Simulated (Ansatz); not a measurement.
Reaction: SeCl2 (chloro selenohypochlorite, SMILES Cl[Se]Cl) → SeCl (SMILES Cl[Se], doublet) + Cl (doublet) (the Cl-Se bond breaks)
Each species at its own B3LYP-D3(BJ)/def2-TZVP minimum (Ansatz, an electronic-structure program).

Total energies in hartree (Ansatz). Open shells are spin-unrestricted; no spin-orbit coupling. Correlated methods leave the cores frozen (noble-gas shells, and filled d and f shells in the p block). No relativity.

```tsv
species	HF/def2-TZVPP	CCSD(T)/def2-TZVPP	HF/def2-QZVPP	CCSD(T)/def2-QZVPP	CCSDT(Q)/def2-TZVPP
1: SeCl2 (SMILES Cl[Se]Cl)	-3318.86472	-3319.46127	-3318.93979	-3319.59113	-3319.46424
2: SeCl (SMILES Cl[Se], doublet)	-2859.34538	-2859.70598	-2859.40683	-2859.79978	-2859.70807
3: Cl (doublet)	-459.47685	-459.66464	-459.48954	-459.69535	-459.66548
```

Q: Work out the bond dissociation energy (electronic) in kJ/mol: take Hartree-Fock from def2-QZVPP, extrapolate the CCSD(T) correlation energy as X^-3 (X = 3, 4), and add CCSDT(Q) - CCSD(T) in def2-TZVPP. 1 hartree = 2625.5 kJ/mol.

A: 
Species 1: correlation (64·(-0.65134) - 27·(-0.59655))/37 = -0.69132; step -0.00297; E1 = -3318.93979 + (-0.69132) + (-0.00297) = -3319.63408
Species 2: correlation (64·(-0.39295) - 27·(-0.36060))/37 = -0.41656; step -0.00209; E2 = -2859.40683 + (-0.41656) + (-0.00209) = -2859.82548
Species 3: correlation (64·(-0.20581) - 27·(-0.18779))/37 = -0.21896; step -0.00084; E3 = -459.48954 + (-0.21896) + (-0.00084) = -459.70934
-1·E1 +1·E2 +1·E3 = 0.09926 hartree = 260.6 kJ/mol.
